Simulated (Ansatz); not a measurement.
Ansatz (a program for electronic structure) input for Zr(O)2 cation (O2Zr), SMILES [O]=[Zr]=[O] (connectivity only; charge and spin as stated), charge +1, multiplicity 2, PBE/def2-TZVPD. The structure is a stationary point at PBE0-D3(BJ)/def2-TZVP. A frequency run showed that this geometry is not a minimum. The multiplicity is an assumed one; other spin states were not compared. The isomer is the one that the SMILES or the coordinates give; other isomers of the formula were not compared. The def2 effective core potentials stand for the cores of Zr; spin–orbit coupling is left out.

Ansatz 0.2 input:
```yaml
crystal:
  periodic: [false, false, false]
  atoms:
    - {symbol: Zr, position_ang: [0.00000000, -0.00000000, 0.34761595]}
    - {symbol: O, position_ang: [0.00000000, 1.29081805, -0.86903988]}
    - {symbol: O, position_ang: [0.00000000, -1.29081804, -0.86903988]}
basis:
  gaussian:
    orbitals: def2-TZVPD
hamiltonian:
  xc: {name: PBE}
total_charge: 1
magnetization: {spin_polarized: true, initial_magnetization: 1}
```

Log of the run:

```
WARN ansatz: RAYON_NUM_THREADS=1 ignored (pool sized by the plan → 1); use --threads N
Functional definition: PBE
integrals: 0.03 GiB planned
689 factors; their error is unknown
mean field: 0.39 GiB planned
mean field evaluation 1: about -5329.8009 eV, gradient 9.9e1 eV
mean field evaluation 2: about -4823.6654 eV, gradient 2.8e2 eV
mean field evaluation 4: about -5360.1730 eV, gradient 3.6e1 eV
mean field evaluation 8: about -5365.1966 eV, gradient 3.4e-1 eV
mean field evaluation 16: about -5365.1945 eV, gradient 1.5e-4 eV
mean field evaluation 32: about -5363.5524 eV, gradient 2.2e-5 eV
mean field evaluation 64: about -5363.2676 eV, gradient 8.1e0 eV
mean field -5365.19454579 eV, -197.1672628984 hartree, gradient 4.1e-5 eV, S^2 0.764973; 9 other end points of the search recorded, 0 dependent functions left out
reference -5365.19459682 eV, -197.1672647738 hartree; 14, 13 occupied and 106, 107 virtual orbitals, 689 factors
Total energy: -5365.19459682 eV, -197.1672647738 hartree
```

Self-consistency was reached.

Cost: roughly 15 core-seconds.
